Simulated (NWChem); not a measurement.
Program: NWChem. System: cyclohexasilane (H₁₂Si₆), charge 0, spin multiplicity 1, at a geometry optimised with PBE0/def2-SVP. Level: BLYP/def2-SVP.

Input file:

```
start mol
memory heap 200 mb stack 900 mb global 1100 mb
geometry units angstroms nocenter noautoz
  Si     0.763197    -0.893376     1.917615
  Si     0.425757    -2.209124     0.000000
  Si     0.763197    -0.893376    -1.917615
  Si    -0.763197     0.893376    -1.917615
  Si    -0.425757     2.209124     0.000000
  Si    -0.763197     0.893376     1.917615
  H      2.155855    -0.342252     1.888855
  H      0.607502    -1.719027     3.156981
  H      1.350308    -3.386908     0.000000
  H     -0.984187    -2.715141     0.000000
  H      2.155855    -0.342252    -1.888855
  H      0.607502    -1.719027    -3.156981
  H     -0.607502     1.719027    -3.156981
  H     -2.155855     0.342252    -1.888855
  H     -1.350308     3.386908     0.000000
  H      0.984187     2.715141     0.000000
  H     -2.155855     0.342252     1.888855
  H     -0.607502     1.719027     3.156981
  symmetry group C2h
end
basis spherical
  * library def2-svp
end
dft
  xc becke88 lyp
  semidirect memsize 60000000 filesize 0
  iterations 100
end
task dft energy
```

Part of the output:

```
             Northwest Computational Chemistry Package (NWChem) 7.3.0
             --------------------------------------------------------

                                NWChem Input Module
                                -------------------

 Scaling coordinates for geometry "geometry" by  1.889725989
 (inverse scale =  0.529177249)

 Turning off AUTOSYM since
 SYMMETRY directive was detected!

                             Geometry "geometry" -> ""
                             -------------------------

 Output coordinates in angstroms (scale by  1.889725989 to convert to a.u.)

  No.       Tag          Charge          X              Y              Z
 ---- ---------------- ---------- -------------- -------------- --------------
    1 Si                  14.0000     0.76319700    -0.89337600     1.91761500
    2 Si                  14.0000     0.42575700    -2.20912400     0.00000000
    3 Si                  14.0000     0.76319700    -0.89337600    -1.91761500
    4 Si                  14.0000    -0.76319700     0.89337600    -1.91761500
    5 Si                  14.0000    -0.42575700     2.20912400     0.00000000
    6 Si                  14.0000    -0.76319700     0.89337600     1.91761500
    7 H                    1.0000     2.15585500    -0.34225200     1.88885500
    8 H                    1.0000     0.60750200    -1.71902700     3.15698100
    9 H                    1.0000     1.35030800    -3.38690800     0.00000000
   10 H                    1.0000    -0.98418700    -2.71514100     0.00000000
   11 H                    1.0000     2.15585500    -0.34225200    -1.88885500
   12 H                    1.0000     0.60750200    -1.71902700    -3.15698100
   13 H                    1.0000    -0.60750200     1.71902700    -3.15698100
   14 H                    1.0000    -2.15585500     0.34225200    -1.88885500
   15 H                    1.0000    -1.35030800     3.38690800     0.00000000
   16 H                    1.0000     0.98418700     2.71514100     0.00000000
   17 H                    1.0000    -2.15585500     0.34225200     1.88885500
   18 H                    1.0000    -0.60750200     1.71902700     3.15698100

 Effective nuclear repulsion energy (a.u.)     675.1185612059

            Nuclear Dipole moment (a.u.)
            ----------------------------
        X                 Y               Z
 ---------------- ---------------- ----------------
     0.0000000000    -0.0000000000     0.0000000000

      Symmetry information
      --------------------

 Group name             C2h
 Group number             21
 Group order               4
 No. of unique centers     6

      Symmetry unique atoms

     1    2    7    8    9   10


 Summary of "ao basis" -> "" (spherical)
 ------------------------------------------------------------------------------
       Tag                 Description            Shells   Functions and Types
 ---------------- ------------------------------  ------  ---------------------
 *                          def2-svp                  on all atoms

                                 NWChem DFT Module
                                 -----------------

 Summary of "ao basis" -> "ao basis" (spherical)
 ------------------------------------------------------------------------------
       Tag                 Description            Shells   Functions and Types
 ---------------- ------------------------------  ------  ---------------------
 Si                         def2-svp                 8       18   4s3p1d
[...]
 d= 0,ls=0.0,diis     4  -1743.5588004045 -2.19D-02  2.89D-04  6.72D-04     6.3
 d= 0,ls=0.0,diis     5  -1743.5589481172 -1.48D-04  5.71D-05  3.38D-05     7.0
  Resetting Diis
 d= 0,ls=0.0,diis     6  -1743.5589553001 -7.18D-06  5.82D-06  5.27D-07     7.7
 d= 0,ls=0.0,diis     7  -1743.5589554279 -1.28D-07  1.04D-06  6.42D-09     8.4

         Total DFT energy =    -1743.558955427906
      One electron energy =    -3760.692075391982
           Coulomb energy =     1471.810466977403
    Exchange-Corr. energy =     -129.795908219179
 Nuclear repulsion energy =      675.118561205852

 Numeric. integr. density =       96.000087213542

     Total iterative time =      7.7s

                  Occupations of the irreducible representations
                  ----------------------------------------------

                     irrep           alpha         beta
                     --------     --------     --------
                     ag               15.0         15.0
                     au               10.0         10.0
                     bg                9.0          9.0
                     bu               14.0         14.0

                       DFT Final Molecular Orbital Analysis
                       ------------------------------------

 Vector   46  Occ=2.000000D+00  E=-2.449314D-01  Symmetry=ag
              MO Center= -2.8D-15,  6.8D-15,  1.8D-12, r^2= 8.1D+00
   Bfn.  Coefficient  Atom+Function         Bfn.  Coefficient  Atom+Function
  ----- ------------  ---------------      ----- ------------  ---------------
     9      0.168104   1 Si py               45      0.168104   3 Si py
    63     -0.168104   4 Si py               99     -0.168104   6 Si py
   119      0.167091   9 H  s               149      0.167091  15 H  s
    12      0.142577   1 Si py               27     -0.143082   2 Si py
    48      0.142577   3 Si py               66     -0.142577   4 Si py

 Vector   47  Occ=2.000000D+00  E=-2.449041D-01  Symmetry=bg
              MO Center= -4.6D-13,  1.2D-12, -5.5D-14, r^2= 8.1D+00
   Bfn.  Coefficient  Atom+Function         Bfn.  Coefficient  Atom+Function
  ----- ------------  ---------------      ----- ------------  ---------------
    28      0.209844   2 Si pz               82     -0.209844   5 Si pz
    31      0.175653   2 Si pz               85     -0.175653   5 Si pz
    10     -0.151664   1 Si pz               46     -0.151664   3 Si pz
    64      0.151664   4 Si pz              100      0.151664   6 Si pz
   114     -0.144704   8 H  s               134      0.144704  12 H  s

 Vector   48  Occ=2.000000D+00  E=-2.438524D-01  Symmetry=au
              MO Center=  4.6D-13, -1.2D-12, -1.8D-12, r^2= 6.9D+00
   Bfn.  Coefficient  Atom+Function         Bfn.  Coefficient  Atom+Function
  ----- ------------  ---------------      ----- ------------  ---------------
    28      0.202945   2 Si pz               82      0.202945   5 Si pz
    31      0.179815   2 Si pz               85      0.179815   5 Si pz
     9     -0.164041   1 Si py               45      0.164041   3 Si py
    63     -0.164041   4 Si py               99      0.164041   6 Si py
    12     -0.145346   1 Si py               48      0.145346   3 Si py

 Vector   49  Occ=0.000000D+00  E=-4.154454D-02  Symmetry=ag
              MO Center= -1.8D-13,  2.1D-13,  2.9D-13, r^2= 8.7D+00
   Bfn.  Coefficient  Atom+Function         Bfn.  Coefficient  Atom+Function
  ----- ------------  ---------------      ----- ------------  ---------------
   115      0.453866   8 H  s               120      0.453840   9 H  s
   135      0.453866  12 H  s               140      0.453866  13 H  s
   150      0.453840  15 H  s               165      0.453866  18 H  s
    29     -0.297543   2 Si px               83      0.297543   5 Si px
    13     -0.271394   1 Si pz               49      0.271394   3 Si pz

 Vector   50  Occ=0.000000D+00  E=-3.876935D-02  Symmetry=bu
              MO Center= -2.9D-14,  2.6D-13,  3.2D-13, r^2= 8.0D+00
   Bfn.  Coefficient  Atom+Function         Bfn.  Coefficient  Atom+Function
  ----- ------------  ---------------      ----- ------------  ---------------
    29      0.359425   2 Si px               83      0.359425   5 Si px
   115      0.318313   8 H  s               120     -0.318687   9 H  s
   135      0.318313  12 H  s               140     -0.318313  13 H  s
   150      0.318687  15 H  s               165     -0.318313  18 H  s
   110     -0.287378   7 H  s               125      0.287113  10 H  s

 Vector   51  Occ=0.000000D+00  E=-1.527713D-02  Symmetry=bg
              MO Center= -1.2D-16,  5.3D-16, -1.7D-13, r^2= 8.8D+00
   Bfn.  Coefficient  Atom+Function         Bfn.  Coefficient  Atom+Function
  ----- ------------  ---------------      ----- ------------  ---------------
     4      0.735654   1 Si s                40     -0.735654   3 Si s
    58      0.735654   4 Si s                94     -0.735654   6 Si s
    11     -0.584782   1 Si px               47      0.584782   3 Si px
    65      0.584782   4 Si px              101     -0.584782   6 Si px
    31     -0.539869   2 Si pz               85      0.539869   5 Si pz

 center of mass
 --------------
 x =   0.00000000 y =  -0.00000000 z =   0.00000000

 moments of inertia (a.u.)
 ------------------
        3138.332695086471         499.752693748888           0.000000000000
         499.752693748888        2025.687852621499           0.000000000000
           0.000000000000           0.000000000000        1835.265858445185

     Multipole analysis of the density
     ---------------------------------

     L   x y z        total         alpha         beta         nuclear
     -   - - -        -----         -----         ----         -------
     0   0 0 0     -0.000000    -48.000000    -48.000000     96.000000

     1   1 0 0     -0.000000     -0.000000     -0.000000      0.000000
     1   0 1 0     -0.000000     -0.000000     -0.000000     -0.000000
     1   0 0 1      0.000000      0.000000      0.000000      0.000000

     2   2 0 0    -66.615783   -146.412110   -146.412110    226.208437
     2   1 1 0      0.112147    134.771587    134.771587   -269.431027
     2   1 0 1      0.000000      0.000000      0.000000     -0.000000
     2   0 2 0    -66.861752   -446.453388   -446.453388    826.045025
     2   0 1 1     -0.000000     -0.000000     -0.000000      0.000000
     2   0 0 2    -66.907002   -497.804452   -497.804452    928.701902

 Task  times  cpu:        8.4s     wall:        8.4s

 Total times  cpu:        8.4s     wall:        8.4s
```
